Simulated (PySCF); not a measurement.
# NMR parameters of [AgCl2]-

[AgCl2]-, point group D∞h.

Geometry (Å), atoms numbered from 1 in this order:
```xyz
3

Ag    0.0000    0.0000    0.0000
Cl   -0.0187   -0.0235    2.3465
Cl    0.0186    0.0235   -2.3465
```

Total charge -1.

GIAO calculations in PySCF 2.14 on the PBE0-D3(BJ)/def2-SVP structure: isolated species, scalar relativity only through the core potential, equivalent atoms averaged; basis pcSseg-1 (def2-TZVP on Ag).

Q: Give the isotropic shieldings (ppm) with B3LYP, PBE0.

A: 
| atoms | environment | B3LYP | PBE0 |
| --- | --- | --- | --- |
| Cl2/Cl3 | chlorine bonded to Ag | 1145 | 1158 |
| HOMO–LUMO gap (eV) | – | 6.01 | 6.57 |

Q: And the chemical shifts, against references computed in the same way?

A: 
| atoms | nucleus, reference | B3LYP | PBE0 |
| --- | --- | --- | --- |
| Cl2/Cl3 | $^{35}$Cl, HCl | -214 | -214 |

Q: Which part of the shielding of Cl2/Cl3 depends on the functional?

A: Diamagnetic: B3LYP 1149, PBE0 1148 ppm; paramagnetic: B3LYP -4, PBE0 9 ppm. The diamagnetic part, set mainly by inner electrons, hardly moves; the paramagnetic part goes with low-lying magnetically allowed excitations and carries the spread.

Ag is described by an effective core potential, so it has no shielding of its own here; spin–orbit effects on the atoms bonded to it, which can be large, are absent, and the values of these neighbours are rough.
